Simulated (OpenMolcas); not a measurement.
**S: RASPT2 settings compared**

```json
{"Program": "OpenMolcas 26.06", "Basis": "ANO-R1 [4s3p1d]", "Scalar Hamiltonian": "X2C, finite nucleus", "Active space": "6 electrons in 9 orbitals (RAS2 3s 3p; RAS3 3d, at most 2 electrons)", "State averaging": "2S+1 = 3 even, 3 roots; 2S+1 = 1 even, 6 roots", "Spin-orbit coupling": "state interaction with AMFI integrals over the reference wave functions, term energies averaged over their components"}
```

Methods on the same reference wave functions:
A. RASSCF
B. SS-RASPT2, IPEA 0.75 Eh, imaginary shift 0.2 Eh (closed shells correlated: 2s 2p)
C. XMS-RASPT2, IPEA 0.4 Eh, real shift 0.25 Eh (closed shells correlated: 2s 2p)
D. XMS-RASPT2, IPEA 0.4 Eh, no level shift (closed shells correlated: none)

Energies in eV above 3s² 3p⁴ ³P₂, the measured ground level; measured values from NIST Handbook of Basic Atomic Spectroscopic Data.

| Level | A | B | C | D | Measured |
| --- | --- | --- | --- | --- | --- |
| 3s² 3p⁴ ³P₂ | 0.0000 | 0.0000 | 0.0000 | 0.0000 | 0.0000 |
| 3s² 3p⁴ ³P₁ | 0.0424 | 0.0424 | 0.0424 | 0.0424 | 0.0491 |
| 3s² 3p⁴ ³P₀ | 0.0621 | 0.0621 | 0.0621 | 0.0621 | 0.0711 |
| 3s² 3p⁴ ¹D₂ | 1.3711 | 1.343 | 1.343 | 1.349 | 1.1454 |
| 3s² 3p⁴ ¹S₀ | 3.0061 | 2.904 | 2.904 | 2.912 | 2.7500 |

Deviations, from unrounded energies. A percentage is the sum of absolute deviations over the sum of measured energies, with the sign that they share, or ± where signs differ.

```csv
Against measurement,Levels,A,B,C,D
mean absolute deviation (cm-1),4,1000,740,740,770
fine structure of the ground term (%),2,-13.1,-13.1,-13.1,-13.1
other terms of the ground configuration (%),2,+12.4,+9.0,+9.0,+9.4
```

B, C, D lie about equally close to measurement and A furthest from it. The largest miss of C in the table is 3s² 3p⁴ ¹D₂, by +1600 cm-1. The ranking rests on the paired levels alone, and a cruder setting can come out closer through cancelling errors.

Among B to D the level of the table that moves most is 3s² 3p⁴ ¹S₀, by 69 cm-1 (lowest in C, highest in D). Moves below CASPT2's spread within the term are not significant.

The mean deviations of B to D differ by less than CASPT2's widest spread within a term (220 cm-1), so their order carries little weight.

From A to B the spin-free energies of the other terms of 3s² 3p⁴ shown, above ³P, scale by factors of 0.97 to 0.98.

The lowest spin-free term lies below A's lowest term by 0.025 hartree in B, 0.026 hartree in C, 0.019 hartree in D.

CASPT2 does not keep the components of a term degenerate, so their means are used; among the terms shown or strongly mixed into the levels shown the widest spread is 220 cm-1 (3s² 3p⁴ ¹D, D). Active for correlation alone: 3d; no level in the range computed is led by a configuration that fills it, so any true level of that kind is missing. Without dynamic correlation excited terms often stand tens of per cent too high (terms of higher spin than the ground term too low), and those without a measured partner can miss by more than the paired ones (holds for A). Some terms miss by over 15 % even with CASPT2, which points to a basis or an active space too small for the shells correlated (holds for B; C; D). Computed and measured levels are paired by configuration, term and J; levels that our copy of the source lacks, or whose pairing is in doubt (as where it misses far off the trend of its configuration), stay unpaired and out of the deviations. Levels of configurations outside the active space are missing.
